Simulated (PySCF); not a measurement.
## Molecular orbitals of BeC⁻

UHF at R = 1.700 Å; basis Be aug-cc-pVDZ-DK, C aug-cc-pVDZ-DK; spin-free X2C with a Gaussian nucleus; PySCF 2.14. State: ⁴Σ⁻ (quartet), unpaired electrons σ ↑, π ↑↑. Only the outer orbitals are listed, counted within each symmetry.

```
spin  orbital  occ.  ε (eV)  on Be (%)          main shells (%)
   α       3σ     1  -19.00         11                   89 C s
   α       4σ     1   -7.88         23          73 C p, 15 Be s
   α       1π     1   -5.91          6                   94 C p
   α       1π     1   -5.91          6                   94 C p
   α       5σ     1   -0.85        107         83 Be s, 23 Be p
   α       2π     0    2.87        108                 109 Be p
   α       2π     0    2.87        108                 109 Be p
   β       3σ     1  -10.85         27  71 C s, 17 Be s, 9 Be p
   β       4σ     1   -1.14         91         71 Be s, 19 Be p
   β       1π     0    2.89        109                 109 Be p
   β       1π     0    2.89        109                 109 Be p
```

Q: Which are the highest filled and the lowest empty level, where do they sit, and how wide is the gap?

A: Highest filled α 5σ at -0.85 eV (in %: 83 Be s, 23 Be p); lowest empty α 2π at 2.87 eV (in %: 109 Be p); the gap at UHF is 3.72 eV. An empty level above zero is unbound, and its energy depends on the basis.

```
bond order (Mayer)                                                                                                : 0.76
⟨S²⟩                                                                                                              : 3.780
charge on Be (Mulliken, basis-dependent)                                                                          : -0.70
charge on Be (Löwdin, basis-dependent)                                                                            : -0.51
dipole moment (positive dipole points towards C; it is taken about the centre of mass and depends on that origin) : 5.94 D
polarisability along the bond                                                                                     : 244.1 bohr³
polarisability across the bond                                                                                    : 177.7 bohr³
```

Shares are Mulliken populations and can fall outside 0 to 100 %.

The state was picked by a PBE0 search and need not be the measured ground state.
